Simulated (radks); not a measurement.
Ag4+, 43 electrons, occupied as [Kr] 4d7. Method: Dirac Kohn-Sham, Wu-Cohen GGA, spin-unpolarised, spherical densities, point nucleus; open shells fill j = l - 1/2 first; computed with a radial shooting solver on a logarithmic mesh with Libxc functionals.

Unscreened Slater integrals over Kohn-Sham orbitals (cm^-1). Large and small components are both included. Empty in this configuration: 5s1/2.

F0(4d5/2,4d5/2): 164690
F2(4d5/2,4d5/2): 83401
F4(4d5/2,4d5/2): 55043
F0(4d5/2,4d3/2): 165470
F2(4d5/2,4d3/2): 83772
G2(4d5/2,4d3/2): 83724
G4(4d5/2,4d3/2): 55260
F0(4d5/2,4p3/2): 179870
F2(4d5/2,4p3/2): 90532
G1(4d5/2,4p3/2): 114660
G3(4d5/2,4p3/2): 70581
F0(4d5/2,4p1/2): 181870
G3(4d5/2,4p1/2): 70132
F0(4d5/2,5s1/2): 108230
G2(4d5/2,5s1/2): 17607
F0(4d3/2,4d3/2): 166260
F2(4d3/2,4d3/2): 84163
F0(4d3/2,4p3/2): 180900
F2(4d3/2,4p3/2): 91256
G1(4d3/2,4p3/2): 115760
G3(4d3/2,4p3/2): 71286
F0(4d3/2,4p1/2): 182950
G1(4d3/2,4p1/2): 115410
F0(4d3/2,5s1/2): 108410
G2(4d3/2,5s1/2): 17191
F0(4p3/2,4p3/2): 200230
F2(4p3/2,4p3/2): 105220
F0(4p3/2,4p1/2): 203060
G2(4p3/2,4p1/2): 106380
F0(4p3/2,5s1/2): 111670
G1(4p3/2,5s1/2): 9097.3
F0(4p1/2,4p1/2): 206060
F0(4p1/2,5s1/2): 112100
G1(4p1/2,5s1/2): 8736.5
F0(5s1/2,5s1/2): 90510
